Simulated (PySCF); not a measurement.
**Working out the excitation energy of Mn**

Mn [Ar] 3d5 4s2 (6S) → Mn [Ar] 3d7 (4F). Calculation: PySCF 2.14, in aug-cc-pVDZ; the non-relativistic Hamiltonian (point nucleus). Frozen: [Ar]. Energies in hartree (1 hartree = 27.21139 eV):

```csv
part,Mn (lower),Mn (upper)
UHF,-1149.867706,-1149.549828
CCSD correlation,-0.117820,-0.196830
(T),-0.003221,-0.010568
```

Q: What does Hartree-Fock give?

A: (-1149.549828) − (-1149.867706) = 0.317878 hartree = 8.650 eV.

Q: What do CCSD and CCSD(T) give?

A: The CCSD correlation energies differ by -0.079010 hartree = -2.150 eV and the triples by -0.007347 hartree = -0.200 eV, so CCSD gives 6.500 eV and CCSD(T) 6.300 eV.

The calculation is non-relativistic.

A double-zeta basis recovers only part of the correlation energy.

The coupled-cluster amplitudes are large, so a single reference is strained.
